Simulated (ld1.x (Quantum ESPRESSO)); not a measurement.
## Which change was made? (Sb, PAW)

ld1.x (Quantum ESPRESSO) 7.5 input, shortened:

```
&input
   title='Sb', zed=51., rel=1, dft='PBE', iswitch=3,
   config='[Kr] 4d10 5s2 5p3'
 /
 &inputp
   pseudotype=3, lpaw=.true., tm=.true., lloc=-1, rcloc=1.55,
   nlcc=.true., new_core_ps=.true., rcore=1.00,
   which_augfun='PSQ', rmatch_augfun=1.80
 /
4
5S  1  0   2.00   0.00  1.60  1.85  0.0
5S  1  0   0.00   0.80  1.60  1.85  0.0
5P  2  1   3.00   0.00  1.70  2.30  0.0
5P  2  1   0.00   2.30  1.70  2.30  0.0
 &test
   configts(1)='5s2 5p3'
 /
```

Cutoffs, loose and tight: the cutoffs (Ry, on a coarse ladder) from which the occupation-weighted sum of valence levels, in a spherical-Bessel basis at the reference potential, stays within 10 and 1 mRy of its value at 400 Ry. They do not see the model core or the augmentation charge, which bear on the density cutoff. Test errors are all-electron minus pseudo excitation energies from the reference, over the configurations 5s2 5p2; 5s2 5p1; 5s2 5p0; 5s1 5p3; 5s1 5p4; 5s0 5p5; 5s2 5p2.5; variants that change the core or the reference have their own tests.

The base gives: outcome: generated; cutoff, loose: 10 Ry; cutoff, tight: 21 Ry; bound ghosts: s, d; largest test error (meV): -193.

(1) After one change the result is: outcome: generated; cutoff, loose: 25 Ry; cutoff, tight: 35 Ry; bound ghosts: none; largest test error (meV): -140. Which change was it?
A. waves 5s (bound): rcut 1.60, rcutus 2.60 bohr; 5s channel at 0.8 Ry: rcut 1.60, rcutus 2.60 bohr
B. type TM; waves now 5p (bound): rc 2.30 bohr; 5s (bound): rc 1.85 bohr; local potential the s channel
C. local potential all-electron potential smoothed inside 2.16 bohr (lloc = -1)
D. augmentation BG, radius 1.60 bohr

## Answers

(1) B. The others give: local potential all-electron potential smoothed inside 2.16 bohr (lloc = -1) → outcome: generated; cutoff, loose: 10 Ry; cutoff, tight: 18 Ry; bound ghosts: none; largest test error (meV): -192 | waves 5s (bound): rcut 1.60, rcutus 2.60 bohr; 5s channel at 0.8 Ry: rcut 1.60, rcutus 2.60 bohr → outcome: generated; cutoff, loose: 6 Ry; cutoff, tight: 10 Ry; bound ghosts: s, d; largest test error (meV): -198 | augmentation BG, radius 1.60 bohr → outcome: failed: new_paw_hamiltonian: negative rho.
